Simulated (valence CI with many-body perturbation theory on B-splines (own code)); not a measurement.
**Which ion has this spectrum?**

A relativistic CI+MBPT calculation for an atom or ion with 15 electrons gives these levels (cm⁻¹):

```csv
J,Parity,E,g
3/2,odd,0,1.89
3/2,odd,56437,1.00
5/2,odd,73877,1.20
1/2,odd,112686,0.66
3/2,odd,142650,1.25
5/2,even,407351,1.58
3/2,even,436596,1.71
1/2,even,445957,2.63
3/2,even,505837,0.86
5/2,even,516411,1.22
3/2,even,573479,1.28
1/2,even,579793,1.26
3/2,even,602059,0.49
5/2,even,614050,1.09
```

The energies are calculated, with errors of perhaps 300 cm⁻¹, more in some levels.

Question: Which is it?
A. Ga16+
B. Cu14+
C. As18+
D. Ge17+

Answer: D. Ge17+, ground level 3s2 3p3 4S°_3/2.
